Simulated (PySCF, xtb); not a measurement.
C3H3N2, SMILES [N]1C=CC=N1 (connectivity only; charge and spin as stated), charge -1, multiplicity 1.

GFN2-xTB (xtb) at its own geometry gives an orbital gap of 4.78 eV.

The structure is a stationary point at r2SCAN-D4/def2-SVPD. The multiplicity is an assumed one; other spin states were not compared. The isomer is the one that the SMILES or the coordinates give; other isomers of the formula were not compared.

What does PySCF with PBE/def2-SVPD give? (Estimate from the structure and the level; the computed values follow.)

gap 4.31 eV (levels 0.36 and 4.67 eV).
